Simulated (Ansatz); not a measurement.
Ansatz (a first-principles code) input (MP2/LANL2DZ): The .json file is the Basis Set Exchange's LANL2DZ.

Ansatz 0.2 input:
```yaml
crystal:
  periodic: [false, false, false]
  atoms:
    - {symbol: Zn, position_ang: [-0.11419047, 0.63406690, 0.80276160]}
    - {symbol: I, position_ang: [-0.16328001, 1.65911186, -1.70722325]}
    - {symbol: I, position_ang: [0.22791613, -2.01801765, 1.25282989]}
basis:
  gaussian:
    orbitals: LANL2DZ.json
total_charge: -1
magnetization: {spin_polarized: true, initial_magnetization: 1}
correlation: {method: mp2, electrons: outside_noble_gas}
```

**Question.** Predict the final energy.

**Answer.** -86.21060 Eh.
